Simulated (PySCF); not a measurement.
Geometry:
| atom | x (Å) | y (Å) | z (Å) |
| --- | --- | --- | --- |
| C1 | 2.922 | -0.163 | -0.060 |
| C2 | 1.487 | 0.067 | 0.387 |
| C3 | 0.472 | -0.521 | -0.583 |
| C4 | -0.981 | -0.390 | -0.125 |
| C5 | -1.471 | 1.051 | -0.052 |
| C6 | -1.890 | -1.207 | -1.020 |
| F7 | -1.892 | -0.751 | -2.279 |
| F8 | -3.157 | -1.182 | -0.589 |
| F9 | -1.518 | -2.492 | -1.066 |
| H10 | 3.642 | 0.262 | 0.655 |
| H11 | 3.113 | 0.301 | -1.041 |
| H12 | 3.142 | -1.239 | -0.157 |
| H13 | 1.332 | -0.378 | 1.386 |
| H14 | 1.311 | 1.149 | 0.508 |
| H15 | 0.700 | -1.590 | -0.730 |
| H16 | 0.580 | -0.045 | -1.573 |
| H17 | -1.081 | -0.856 | 0.871 |
| H18 | -2.532 | 1.096 | 0.230 |
| H19 | -1.354 | 1.551 | -1.026 |
| H20 | -0.901 | 1.619 | 0.695 |

Geometry: PBE0-D3(BJ)/def2-SVP; GIAO absolute shieldings from PySCF 2.14.0 with density-fitted response routines, gas phase, non-relativistic, averaged over equivalent atoms.

At PBE0/pcSseg-1 (208 basis functions, 80 s wall time on 1 thread of an Arm Neoverse N1, shared host):
```tsv
atoms	σ (ppm)
C6	51.1
C4	142.9
C3	151.3
C2	160.8
C1	167.9
C5	171.3
F7/F8/F9	269.4
H17	29.65
H15	29.72
H14	29.92
H18/H19/H20	30.18
H10/H11/H12	30.21
H16	30.26
H13	30.34
```

**Question.** Estimate the result of repeating the calculation with wB97X-D/pcSseg-1.

**Answer.** 
```json
{"atoms": "C6", "σ at wB97X-D/pcSseg-1": "51.2", "change": "+0.1"}
{"atoms": "C4", "σ at wB97X-D/pcSseg-1": "143.0", "change": "+0.1"}
{"atoms": "C3", "σ at wB97X-D/pcSseg-1": "151.9", "change": "+0.6"}
{"atoms": "C2", "σ at wB97X-D/pcSseg-1": "161.5", "change": "+0.7"}
{"atoms": "C1", "σ at wB97X-D/pcSseg-1": "168.0", "change": "+0.1"}
{"atoms": "C5", "σ at wB97X-D/pcSseg-1": "171.0", "change": "-0.3"}
{"atoms": "F7/F8/F9", "σ at wB97X-D/pcSseg-1": "271.8", "change": "+2.4"}
{"atoms": "H17", "σ at wB97X-D/pcSseg-1": "29.80", "change": "+0.15"}
{"atoms": "H15", "σ at wB97X-D/pcSseg-1": "29.86", "change": "+0.14"}
{"atoms": "H14", "σ at wB97X-D/pcSseg-1": "30.08", "change": "+0.16"}
{"atoms": "H18/H19/H20", "σ at wB97X-D/pcSseg-1": "30.27", "change": "+0.09"}
{"atoms": "H10/H11/H12", "σ at wB97X-D/pcSseg-1": "30.32", "change": "+0.11"}
{"atoms": "H16", "σ at wB97X-D/pcSseg-1": "30.37", "change": "+0.11"}
{"atoms": "H13", "σ at wB97X-D/pcSseg-1": "30.48", "change": "+0.14"}
```

The largest change is at F7/F8/F9 (fluorine of a CF3 group). Cost: 208 basis functions, 81 s wall time on 1 thread of an Arm Neoverse N1, shared host. The order of the carbon signals is the same at both levels.
